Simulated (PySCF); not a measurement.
## Ge²⁺: excitation energy

Ge²⁺ [Ar] 3d10 4s2 (1S) → Ge²⁺ [Ar] 3d10 4s1 5s1 (3S), as a difference of total energies. All numbers are calculated (PySCF 2.14, a scalar-relativistic core potential, in aug-cc-pVQZ-PP with ECP10MDF). Correlated levels: valence: 3s2 3p6 3d10 frozen. The calculations carry no spin-orbit coupling.

```tsv
method	excitation energy (eV)
UHF	18.144
LDA	19.970
PBE	19.528
PBE0	19.306
r2SCAN	19.555
HSE06	19.355
M06-2X	19.400
CAM-B3LYP	19.872
M06	19.917
MP2 (valence)	18.847
SCS-MP2 (valence)	19.089
```

Problem. How much does correlation contribute at MP2 (valence)?

Solution. 18.847 − (18.144) = 0.703 eV, measured against UHF.

The promoted electron is Rydberg-like, and one or two diffuse shells describe it only roughly, which tends to raise the upper state.
